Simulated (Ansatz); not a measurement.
Reaction (atomization): `[F][In]` → F• + In•

Isolated molecules relaxed with PBE0-D4/def2-TZVP in Ansatz; ΔE leaves out vibrations. CCSD(T)/CBS is the MP2 limit (def2-TZVPP, def2-QZVPP) plus CCSD(T) − MP2 in def2-TZVPP, frozen cores. This one scheme is used for every species, atoms too. DFT in def2-TZVPP. No spin–orbit coupling; open shells (•) take unrestricted orbitals. Spin–orbit coupling would lower the free atoms: a little for F; strongly for In. Elements past krypton have def2 core potentials. Bonds to In are less sure, by a few kJ/mol each and by 10 to 20 or more in all where they break to atoms, as the def2 sets lack core-valence functions.

```tsv
species	BHLYP energy (Eh)
`[F][In]`	-289.97197
F•	-99.74467
In•	-190.04000
```

(1) Work out ΔE.

Largest T1 diagnostic among the species: 0.018.

Answers

(1) ΔE = (-99.74467) + (-190.04000) − (-289.97197) = 0.18730 Eh = +117.5 kcal/mol. CCSD(T)/CBS gives +131.9 kcal/mol.

From BLYP to BHLYP (50 % exact exchange), in def2-TZVPP and without D4, ΔE moves by −14.0 kcal/mol: exact exchange takes away binding that semilocal exchange gives to molecules. In def2-TZVPP, CCSD(T) changes the Hartree–Fock value by +40.6 kcal/mol (the triples alone add +3.5 kcal/mol) and MP2 by +48.1 kcal/mol; breaking electron pairs costs correlation energy, which Hartree–Fock lacks.

For atomizations the MP2-based limit and the directly extrapolated one differ by several kJ/mol either way, and by 10 to 25 for some Ge, Se and Sn compounds, so smaller differences from it don't rank the levels.
